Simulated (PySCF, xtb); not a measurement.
C2H6BFO, SMILES C(B(C)F)O.

xtb with GFN2-xTB at its own geometry gives an orbital gap of 4.99 eV and a dipole moment of 1.56 D.

Coordinates come from a ωB97X-D3(BJ)/def2-SVP optimisation. This is a generated structure with no PubChem entry under its InChIKey; it may be hypothetical. The values are those of a single conformer.

What does PBE/def2-TZVP (PySCF) give? (The exact figures need the calculation; the answer reports its results.)

gap 5.34 eV (levels -6.36 and -1.02 eV), dipole 1.54 D.
